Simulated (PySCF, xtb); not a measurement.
Si(Cl)2(Br)(NH2) (BrCl2H2NSi), SMILES Br[Si](Cl)(Cl)N. The values are those of a single conformer.

Harmonic wavenumbers (cm⁻¹) from GFN2-xTB run with xtb at its own minimum, in rising order: 107, 117, 168, 175, 190, 210, 358, 378, 495, 536, 796, 933, 1487, 3490, 3527.

Q: What does PBE-D3(BJ)/def2-SVP in PySCF give at its own minimum? (Estimate from the structure and the level; the computed values follow.)

A: 98, 130, 175, 201, 216, 278, 373, 392, 538, 584, 823, 884, 1475, 3487, 3590. Paired by order, the mean absolute difference is 28 cm⁻¹ and the zero-point energies are 18.5 and 18.9 kcal/mol.
